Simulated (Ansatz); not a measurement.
Mulliken charges of CH4BFO (`BOCF`) from PBE/def2-TZVPP in Ansatz (PBE0-D4/def2-TZVP geometry).

```
atom   x (Å)   y (Å)   z (Å)  charge (e)
  B1  -0.896   0.807   0.576       0.036
  O2   0.209   0.042   0.704      -0.168
  C3   0.779  -0.590  -0.393       0.161
  F4   0.425  -1.906  -0.376      -0.181
  H5  -1.370   0.989  -0.512      -0.017
  H6  -1.341   1.283   1.575       0.005
  H7   0.420  -0.153  -1.331       0.068
  H8   1.866  -0.530  -0.300       0.095
```

Q: By hand: the dipole of these point charges (1 e Å = 4.8032 D).

A: Σ q r = (0.204, 0.201, -0.195) e Å, of length 0.346 e Å = 1.66 D.

Q: How does the dipole of the full density compare? (Best estimate.)

A: Computed: (0.167, 0.194, -0.210) e Å, 1.59 D; the point charges give 1.04 times that, at 6° from its direction.

Point charges leave out the atoms' own dipoles, such as those of lone pairs, and Mulliken's split depends on the basis, so the close match here is no proof of good charges.
